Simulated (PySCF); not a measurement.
A ladder of Hamiltonians for Pd⁴⁴⁺ (palladium, charge +44)

Occupied: 1s1/2. Hartree-Fock calculated with PySCF 2.14 in an uncontracted even-tempered set (16 s from 7.4 bohr⁻², ratio 2.7; 12 p from 8.9 bohr⁻², ratio 2.7), Gaussian nucleus throughout. NR is non-relativistic, sf-X2C the spin-free one-electron X2C Hamiltonian, X2C adds the bare one-electron spin-orbit term, X2C-SNSO screens it by Boettger's factors, DC is four-component Dirac-Coulomb, and the Gaunt and Breit terms are added at first order (total energies over the DC spinors, levels after relaxing the spinors in that mean field). QED terms are absent. Levels marked empty are virtual spinors of this ion.

```json
{"Hamiltonian": "NR", "E (hartree)": "-2087.3052", "E − E(DC) (hartree)": "61.9064", "CPU seconds": "0.24"}
{"Hamiltonian": "sf-X2C", "E (hartree)": "-2148.5687", "E − E(DC) (hartree)": "0.6429", "CPU seconds": "0.13"}
{"Hamiltonian": "X2C", "E (hartree)": "-2148.5687", "E − E(DC) (hartree)": "0.6429", "CPU seconds": "0.13"}
{"Hamiltonian": "X2C-SNSO", "E (hartree)": "-2148.5687", "E − E(DC) (hartree)": "0.6429", "CPU seconds": "0.13"}
{"Hamiltonian": "DC", "E (hartree)": "-2149.2116", "E − E(DC) (hartree)": "0.0000", "CPU seconds": "3"}
{"Hamiltonian": "DC+Gaunt", "E (hartree)": "-2147.8974", "E − E(DC) (hartree)": "1.3142", "CPU seconds": "5.2"}
{"Hamiltonian": "DC+Breit", "E (hartree)": "-2147.8974", "E − E(DC) (hartree)": "1.3142", "CPU seconds": "49"}
```

**Question.** Give the 2p spin-orbit interval with each Hamiltonian that has one.

**Answer.** X2C 196.7; X2C-SNSO 192.2; DC 189.7; DC+Gaunt 185.9; DC+Breit 185.9 (eV).

```tsv
level (eV)	NR	sf-X2C	X2C	X2C-SNSO	DC	DC+Gaunt	DC+Breit
1s1/2	-28011.1	-28818.9	-28818.9	-28818.9	-28836.2	-28800.8	-28800.8
2s1/2 (empty)	-6705.5	-6947.6	-6947.6	-6947.6	-6949.4	-6945.5	-6946.0
2p1/2 (empty)	-6620.4	-6721.4	-6856.5	-6853.4	-6852.3	-6844.2	-6845.5
2p3/2 (empty)	-6620.4	-6721.4	-6659.9	-6661.2	-6662.5	-6658.4	-6659.6
3s1/2 (empty)	-2951.6	-3037.1	-3037.1	-3037.1	-3037.6	-3036.5	-3036.7
```

Weight of the small component: 1s1/2 0.0286, 2s1/2 0.00683, 2p1/2 0.00679, 2p3/2 0.00659, 3s1/2 0.00301.

Koopmans' value for the highest occupied level at DC+Breit: 28800.8 eV, against an ionisation energy of 28776.0 eV (theoretical estimate listed by NIST; NIST Atomic Spectra Database, ionization energies); the former lacks relaxation, correlation, QED and recoil.

The whole ladder took 59 s of wall time on 1 thread of Intel(R) Xeon(R) Platinum 8259CL CPU @ 2.50GHz (shared host), launched as `OMP_NUM_THREADS=1 python relrun2.py TASK.json OUT` (a driver that calls PySCF for each Hamiltonian).
